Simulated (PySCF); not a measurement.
## Dipole response of Pb (lead, neutral)

[Xe] 4f14 5d10 6s2 6p2, high-spin 3P determinant. All numbers are calculated (PySCF 2.14, scalar relativity through the core potential, in def2-QZVPPD with the def2 core potential (60 electrons) (8s6p5d4f1g, 88 functions)). Coupled (time-dependent) response in atomic units; α is the mean over directions.

| method | mean α (bohr³) | α xx, yy, zz | C₆ (like pair) | S(−4) |
| --- | --- | --- | --- | --- |
| LC-wPBE | 59.13 | 44.18, 66.60, 66.60 | 687.2 | 1333 |

S(−4) is the Cauchy moment in α(ω) = α(0) + S(−4) ω² + …

Reference α: 47 ± 3 bohr³ (recommended; Schwerdtfeger and Nagle, table of static dipole polarizabilities (2023 update)). Published C₆: 534.0 (Gould and Bucko (2016)).

Spin-orbit coupling is absent.

α(iu) at LC-wPBE:

```tsv
u (hartree)	α(iu) (bohr³)
0	59.13
0.0500	56.05
0.100	49.00
0.200	34.66
0.300	24.90
0.500	14.69
0.750	9.210
1.00	6.554
1.50	4.013
2.00	2.782
3.00	1.585
5.00	0.7096
```

A single London oscillator, α(iu) = α/(1 + u²/ω²), gives C₆ = (3/4) ω α². Matching the computed C₆ needs ω = 4 × 687.2 / (3 × 59.13²) = 0.262 hartree.

The components differ because the open shell of this determinant is not spherical; for a pure term their mean is the scalar polarisability.

Energies and moments cover only the electrons outside the core potential. Spin-orbit coupling is strong in this species (close to jj coupling), so the high-spin LS determinant is a model state, not a physical level.
